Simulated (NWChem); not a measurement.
System: SiHOCl$_{2}$F; SMILES O[Si](F)(Cl)Cl

```xyz
6

O     -1.2921    -0.0997    -1.3477
Si    -0.3355    -0.0116    -0.0092
F     -1.2270     0.0284     1.3459
Cl     0.8204    -1.6909     0.0262
Cl     0.8168     1.6899    -0.0032
H     -1.7554     0.7208    -1.5944
```
Atoms are numbered in this order, from 1.

Computed with NWChem. Geometry: optimised at PBE-D3(BJ)/def2-SVP. Level M06-2X/def2-SVP: energy and gradient on several grids; changes count from the extra-fine grid, which is no exact limit either.

```json
[
 {"grid": "xcoarse", "size of the energy change (μHa)": "10000", "largest change of a gradient component (μHa/bohr)": "2000", "time, medium = 1 (rough)": "about 1"},
 {"grid": "coarse", "size of the energy change (μHa)": "300", "largest change of a gradient component (μHa/bohr)": "300", "time, medium = 1 (rough)": "about 1"},
 {"grid": "medium", "size of the energy change (μHa)": "30", "largest change of a gradient component (μHa/bohr)": "100", "time, medium = 1 (rough)": "about 1"},
 {"grid": "fine", "size of the energy change (μHa)": "< 10", "largest change of a gradient component (μHa/bohr)": "30", "time, medium = 1 (rough)": "about 1"},
 {"grid": "xfine", "size of the energy change (μHa)": "< 10", "largest change of a gradient component (μHa/bohr)": "< 30", "time, medium = 1 (rough)": "2"}
]
```
